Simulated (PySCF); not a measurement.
Isomers of C4H8O3Si2, mass 160.001 u with the commonest isotopes. Method used: PBE0/pcSseg-1 in PySCF (dipole) on a GFN2-xTB geometry, gas phase. One conformer each, none proved a minimum here; rigid rotors.

Question: Order these by dipole moment, largest first.
A. `[O:1]=[C:2]=[C:3]([CH:4]=[O:5])[C@@H:6]([SiH3:7])[O:8][SiH3:9]` with C2–C3–C4–O5 178°, C2–C3–C6–Si7 -106°, C3–C6–O8–Si9 129°
B. `[CH2:1]=[CH:2][C@H:3]1[O:4][SiH2:5][SiH2:6][O:7][C:8]1=[O:9]` with C1–C2–C3–O4 -1°, C2–C3–O4–Si5 -167°, C3–O4–Si5–Si6 -36°, O4–Si5–Si6–O7 -7°, Si5–Si6–O7–C8 24°
C. `[CH2:1]=[CH:2][C@@H:3]1[SiH2:4][O:5][SiH2:6][O:7][C:8]1=[O:9]` with C1–C2–C3–Si4 -96°, C2–C3–Si4–O5 -170°, C3–Si4–O5–Si6 13°, Si4–O5–Si6–O7 5°, O5–Si6–O7–C8 13°

Answer: B (4.40 D), C (3.01 D), A (1.26 D).

Question: Order these by rotational constant A, largest first.
A. `[CH2:1]=[CH:2][C@@H:3]1[SiH2:4][O:5][SiH2:6][O:7][C:8]1=[O:9]` with C1–C2–C3–Si4 -96°, C2–C3–Si4–O5 -170°, C3–Si4–O5–Si6 13°, Si4–O5–Si6–O7 5°, O5–Si6–O7–C8 13°
B. `[O:1]=[C:2]=[C:3]([CH:4]=[O:5])[C@@H:6]([SiH3:7])[O:8][SiH3:9]` with C2–C3–C4–O5 178°, C2–C3–C6–Si7 -106°, C3–C6–O8–Si9 129°
C. `[CH2:1]=[CH:2][C@H:3]1[O:4][SiH2:5][SiH2:6][O:7][C:8]1=[O:9]` with C1–C2–C3–O4 -1°, C2–C3–O4–Si5 -167°, C3–O4–Si5–Si6 -36°, O4–Si5–Si6–O7 -7°, Si5–Si6–O7–C8 24°

Answer: A (1977 MHz), C (1804 MHz), B (1249 MHz).

Question: Order these by out-of-plane moment Σ m c² = (Ia + Ib − Ic)/2, largest first.
A. `[CH2:1]=[CH:2][C@@H:3]1[SiH2:4][O:5][SiH2:6][O:7][C:8]1=[O:9]` with C1–C2–C3–Si4 -96°, C2–C3–Si4–O5 -170°, C3–Si4–O5–Si6 13°, Si4–O5–Si6–O7 5°, O5–Si6–O7–C8 13°
B. `[CH2:1]=[CH:2][C@H:3]1[O:4][SiH2:5][SiH2:6][O:7][C:8]1=[O:9]` with C1–C2–C3–O4 -1°, C2–C3–O4–Si5 -167°, C3–O4–Si5–Si6 -36°, O4–Si5–Si6–O7 -7°, Si5–Si6–O7–C8 24°
C. `[O:1]=[C:2]=[C:3]([CH:4]=[O:5])[C@@H:6]([SiH3:7])[O:8][SiH3:9]` with C2–C3–C4–O5 178°, C2–C3–C6–Si7 -106°, C3–C6–O8–Si9 129°

Answer: C (106.53 u·Å²), A (49.47 u·Å²), B (18.11 u·Å²).

```csv
SMILES,point group,Ia (u·Å²),Ib (u·Å²),Ic (u·Å²),κ,μa (D),μb (D),μc (D)
O=C=C(C=O)[C@@H]([SiH3])O[SiH3],C1,404.66,576.21,767.80,-0.26,1.00,0.75,0.13
C=C[C@@H]1[SiH2]O[SiH2]OC1=O,C1,255.68,520.20,676.94,-0.63,0.25,2.66,1.40
C=C[C@H]1O[SiH2][SiH2]OC1=O,C1,280.13,485.27,729.17,-0.37,2.90,3.01,1.37
```
